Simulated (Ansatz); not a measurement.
# C2H5BO (SMILES B1CCO1): the energy, rung by rung

C2H5BO has 9 atoms, charge 0, and is taken as a singlet. SMILES: `B1CCO1`. The shape was relaxed beforehand at PBE0/def2-SVP.

```xyz
9

B    -0.4042    0.3003   -1.0836
C     0.5083    0.6183    0.1737
C    -0.1018   -0.7211    0.6137
O    -0.8835   -0.8772   -0.5950
H    -0.7032    0.7747   -2.1526
H     0.2358    1.4893    0.7874
H     1.5972    0.6170    0.0198
H    -0.7625   -0.6864    1.4946
H     0.6023   -1.5611    0.7249
```

Each level gives the adiabatic ionisation energy (to the doublet cation, shapes relaxed at PBE0/def2-SVP, no zero-point term) (eV). The values are calculated.

```json
{"level": "HF/def2-SVP", "kind": "Hartree–Fock", "program": "Ansatz", "value (eV)": "8.94", "less CCSD(T)/def2-SVP": "-0.85", "CPU time (all runs)": "1 s"}
{"level": "SVWN5/def2-SVP", "kind": "LDA", "program": "Ansatz", "value (eV)": "9.99", "less CCSD(T)/def2-SVP": "+0.20", "CPU time (all runs)": "2 s"}
{"level": "PBE/def2-SVP", "kind": "GGA", "program": "Ansatz", "value (eV)": "9.74", "less CCSD(T)/def2-SVP": "-0.05", "CPU time (all runs)": "4 s"}
{"level": "PBE0-D4/def2-SVP", "kind": "global hybrid", "program": "Ansatz", "value (eV)": "9.90", "less CCSD(T)/def2-SVP": "+0.11", "CPU time (all runs)": "4.2 s"}
{"level": "wB97M-V/def2-SVP", "kind": "range-separated hybrid", "program": "Ansatz", "value (eV)": "9.95", "less CCSD(T)/def2-SVP": "+0.16", "CPU time (all runs)": "19 s"}
{"level": "B2PLYP/def2-SVP", "kind": "double hybrid", "program": "Ansatz", "value (eV)": "9.79", "less CCSD(T)/def2-SVP": "0.00", "CPU time (all runs)": "6.2 s"}
{"level": "RPA@PBE/def2-SVP", "kind": "RPA", "program": "Ansatz", "value (eV)": "9.91", "less CCSD(T)/def2-SVP": "+0.12", "CPU time (all runs)": "7.4 s"}
{"level": "MP2/def2-SVP", "kind": "perturbation theory", "program": "Ansatz", "value (eV)": "9.86", "less CCSD(T)/def2-SVP": "+0.07", "CPU time (all runs)": "1.5 s"}
{"level": "CCSD(T)/def2-SVP", "kind": "coupled cluster or CI", "program": "Ansatz", "value (eV)": "9.79", "less CCSD(T)/def2-SVP": "0.00", "CPU time (all runs)": "19 s"}
```

CCSD(T)/def2-SVP is the highest level here, not the true value. The values span 8.94 to 9.99 eV. Times are those of the runs behind each value, whatever else they computed, on shared processors of several kinds: orders of magnitude only.
